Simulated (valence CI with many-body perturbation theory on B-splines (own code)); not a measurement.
# E1 transitions of Tc3+

Calculated by configuration interaction combined with many-body perturbation theory (CI+MBPT): four valence electrons over a frozen Dirac-Fock core [Kr], radial functions for each j: 7 s, 7 p, 8 d, 6 f, 4 g, 1 h, with the one-electron correlation potential Σ1, the two-electron term Σ2, the three-electron term Σ3, Breit, model QED; selected CI, second order for the rest, scaled by the run's own slope (own B-spline code, finite nucleus).

No measured spectrum was set against this ion. As an estimate, terms of the open shell hold to 2 to 4 % of their energy, and close levels can change places; different configurations can be misplaced against each other by 1,000 to 8,000 cm⁻¹. Among the levels kept, up to 420 cm⁻¹ of a level comes from second order outside the variational space, and about a tenth of that is noise between levels of different J, which matters for small intervals.

Lines 351 to 400 of 558 in falling wavelength, among levels below 204079 cm⁻¹, chosen from the strongest by gf and those to the six lowest levels. Wavelengths and rates use the calculated energies, so an error of 2000 cm⁻¹ moves a line at 86.30 nm by 1.7 % and its rate by three times that or more. Electric multipoles are in the length gauge, E1 and E2 with the static RPA response of the core. Weak lines are less certain than strong ones. Lines between different terms over intervals too small for the method are left out, as are lines whose strength nearly cancels. Where a level lies close to another of its J and parity, the split of strength between their lines is uncertain.

Names give the largest LS component (configuration and term), which can be under half, so a name can repeat, a term be missing and a line seem to break the LS rules; names also repeat where a configuration has a term twice. Letters in brackets count levels of one name in rising energy.

| λ vac (nm) | Upper | Lower | A (s⁻¹) | S (a.u.) |
| --- | --- | --- | --- | --- |
| 86.30 | 4d³5p ¹F°_3 [c] | 4d⁴ ¹G_4 [b] | 1.60e+09 | 3.55e+00 |
| 86.12 | 4d³5p ³G°_5 [a] | 4d⁴ ³H_6 | 4.14e+08 | 1.44e+00 |
| 86.05 | 4d³5p ³H°_5 [a] | 4d⁴ ³G_4 | 2.43e+08 | 8.41e-01 |
| 85.35 | 4d³5p ³D°_1 [e] | 4d⁴ ³P_0 [b] | 6.62e+08 | 6.09e-01 |
| 85.22 | 4d³5p ³D°_3 [e] | 4d⁴ ³F_4 [b] | 5.13e+08 | 1.10e+00 |
| 85.20 | 4d³5p ³D°_2 [f] | 4d⁴ ³P_1 [b] | 8.47e+08 | 1.29e+00 |
| 85.11 | 4d³5p ³G°_5 [d] | 4d⁴ ³F_4 [b] | 2.12e+08 | 7.10e-01 |
| 84.84 | 4d³5p ³H°_6 [a] | 4d⁴ ³G_5 | 2.68e+08 | 1.05e+00 |
| 84.75 | 4d³5p ³D°_3 [e] | 4d⁴ ³P_2 [b] | 9.46e+08 | 1.99e+00 |
| 84.68 | 4d³5p ³D°_2 [f] | 4d⁴ ³F_3 [b] | 5.64e+08 | 8.45e-01 |
| 84.44 | 4d³5p ¹G°_4 [b] | 4d⁴ ¹G_4 [a] | 1.19e+09 | 3.19e+00 |
| 84.20 | 4d³5p ¹D°_2 [a] | 4d⁴ ¹F_3 | 2.04e+09 | 3.00e+00 |
| 83.72 | 4d³5p ³F°_2 [e] | 4d⁴ ¹F_3 | 1.27e+09 | 1.83e+00 |
| 83.59 | 4d³5p ¹G°_4 [c] | 4d⁴ ¹G_4 [a] | 5.22e+08 | 1.36e+00 |
| 83.50 | 4d³5p ⁵P°_1 | 4d⁴ ³P_0 [a] | 5.77e+07 | 4.97e-02 |
| 83.47 | 4d³5p ³H°_5 [a] | 4d⁴ ³H_6 | 3.83e+08 | 1.21e+00 |
| 83.27 | 4d³5p ³G°_4 [b] | 4d⁴ ³G_4 | 4.05e+08 | 1.04e+00 |
| 83.17 | 4d³5p ⁵G°_3 | 4d⁴ ⁵D_3 | 4.10e+06 | 8.15e-03 |
| 83.16 | 4d³5p ⁵D°_1 [b] | 4d⁴ ³P_0 [a] | 3.24e+06 | 2.76e-03 |
| 82.92 | 4d³5p ³G°_3 [b] | 4d⁴ ³F_3 [a] | 3.98e+08 | 7.83e-01 |
| 82.74 | 4d³5p ⁵G°_4 | 4d⁴ ⁵D_4 | 4.76e+06 | 1.20e-02 |
| 82.73 | 4d³5p ³D°_1 [c] | 4d⁴ ³D_1 | 1.07e+09 | 9.00e-01 |
| 82.64 | 4d³5p ⁵G°_3 | 4d⁴ ⁵D_2 | 4.40e+06 | 8.57e-03 |
| 82.60 | 4d³5p ³D°_3 [b] | 4d⁴ ³D_3 | 1.10e+09 | 2.14e+00 |
| 82.59 | 4d³5p ¹G°_4 [a] | 4d⁴ ³F_4 [a] | 2.99e+08 | 7.49e-01 |
| 82.36 | 4d³5p ³G°_3 [c] | 4d⁴ ³G_3 | 6.85e+08 | 1.32e+00 |
| 82.26 | 4d³5p ³F°_2 [b] | 4d⁴ ³F_2 [a] | 5.48e+08 | 7.53e-01 |
| 82.18 | 4d³5p ³D°_2 [d] | 4d⁴ ³D_3 | 8.55e+08 | 1.17e+00 |
| 82.13 | 4d³5p ⁵G°_4 | 4d⁴ ⁵D_3 | 1.49e+07 | 3.67e-02 |
| 82.09 | 4d³5p ³F°_2 [b] | 4d⁴ ³F_3 [a] | 4.68e+08 | 6.39e-01 |
| 81.98 | 4d³5p ³H°_6 [a] | 4d⁴ ³H_6 | 2.12e+08 | 7.50e-01 |
| 81.90 | 4d³5p ³D°_3 [c] | 4d⁴ ³D_3 | 5.07e+08 | 9.63e-01 |
| 81.87 | 4d³5p ³D°_1 [a] | 4d⁴ ⁵D_2 | 2.57e+07 | 2.09e-02 |
| 81.76 | 4d³5p ¹P°_1 [c] | 4d⁴ ¹D_2 [b] | 1.33e+09 | 1.08e+00 |
| 81.65 | 4d³5p ³D°_2 [a] | 4d⁴ ⁵D_3 | 1.22e+08 | 1.63e-01 |
| 81.53 | 4d³5p ⁵G°_5 | 4d⁴ ⁵D_4 | 3.37e+07 | 9.92e-02 |
| 81.47 | 4d³5p ³D°_1 [a] | 4d⁴ ⁵D_1 | 9.11e+07 | 7.29e-02 |
| 81.31 | 4d³5p ³P°_2 [b] | 4d⁴ ³P_2 [a] | 9.44e+08 | 1.25e+00 |
| 81.28 | 4d³5p ³G°_3 [b] | 4d⁴ ³H_4 | 1.32e+09 | 2.44e+00 |
| 81.23 | 4d³5p ³D°_1 [a] | 4d⁴ ⁵D_0 | 4.70e+08 | 3.73e-01 |
| 81.18 | 4d³5p ¹H°_5 [b] | 4d⁴ ¹I_6 | 2.96e+09 | 8.61e+00 |
| 81.16 | 4d³5p ⁵D°_3 [a] | 4d⁴ ⁵D_4 | 2.35e+08 | 4.34e-01 |
| 81.05 | 4d³5p ³G°_5 [b] | 4d⁴ ³F_4 [a] | 2.30e+08 | 6.65e-01 |
| 81.04 | 4d³5p ¹H°_5 [a] | 4d⁴ ³H_6 | 4.63e+08 | 1.34e+00 |
| 80.90 | 4d³5p ³P°_1 [a] | 4d⁴ ³P_0 [a] | 1.86e+08 | 1.46e-01 |
| 80.84 | 4d³5p ³H°_4 [b] | 4d⁴ ³F_4 [a] | 1.11e+09 | 2.61e+00 |
| 80.73 | 4d³5p ³D°_2 [a] | 4d⁴ ⁵D_1 | 7.55e+08 | 9.81e-01 |
| 80.73 | 4d³5p ³D°_1 [b] | 4d⁴ ³F_2 [a] | 9.33e+08 | 7.27e-01 |
| 80.64 | 4d³5p ¹P°_1 [b] | 4d⁴ ¹D_2 [a] | 7.56e+08 | 5.87e-01 |
| 80.64 | 4d³5p ³F°_2 [c] | 4d⁴ ³F_2 [a] | 7.40e+08 | 9.58e-01 |
